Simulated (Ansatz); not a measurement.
Total energies of H$_{6}$O$_{2}$SSi$_{2}$ (`O[SiH2]O[SiH2]S`).

```xyz
11

O     1.565   -1.166    0.812
Si   -0.035   -1.188    1.154
O    -0.779    0.189    0.655
Si   -0.923    1.097   -0.689
S     0.796    0.938   -1.959
H     1.801   -1.068   -0.114
H    -0.711   -2.328    0.483
H    -0.147   -1.264    2.623
H    -1.113    2.503   -0.273
H    -2.039    0.614   -1.535
H     1.585    1.674   -1.156
```

The species carries charge 0 and has multiplicity 1. All single points use the PBE0-D4/def2-TZVP geometry. It is one conformer, not always the lowest. Basis def2-TZVPP, the Gaussian-basis code of Ansatz.

RPA on PBE orbitals: Hartree–Fock energy of these orbitals -1128.83956 Eh, correlation -1.49030 Eh (frozen core).

| functional | energy without D4 (Eh) | D4 term (kJ/mol) |
| --- | --- | --- |
| LDA (SPW92) | -1126.70757 | – |
| PBE | -1130.86439 | -28.6 |
| revPBE | -1131.25082 | -78.1 |
| BLYP | -1131.46659 | -61.5 |
| r2SCAN | -1131.35829 | -7.0 |
| PBE0 | -1130.96070 | -24.5 |
| r2SCANh | -1131.34475 | -7.6 |
| r2SCAN0 | -1131.32573 | -8.4 |
| HSE06 (plane-wave form) | -1130.93314 | -23.1 |
| BHLYP | -1131.44185 | -37.7 |
| CAM-B3LYP | -1131.49033 | -25.3 |
| ωB97X-V | -1131.30927 | – |
| ωB97M-V | -1131.39859 | – |
| PBE-QIDH | -1130.69449 | – |

Task: Give the same for B97M-V, B3LYP, LC-ωPBE, B2PLYP. (Best estimate.)

Result: Ansatz gave: 
```tsv
functional	energy without D4 (Eh)	D4 term (kJ/mol)
B97M-V	-1131.21625	–
B3LYP	-1131.57384	-46.3
LC-ωPBE	-1131.12819	–
B2PLYP	-1131.04851	–
```

B3LYP takes the VWN-RPA correlation (the form of Gaussian; ORCA's B3LYP/G). HSE06 is the plane-wave form, built on full-range PBE exchange. The double hybrids freeze the cores in their second-order part.

LC-ωPBE has ω = 0.4 bohr⁻¹.
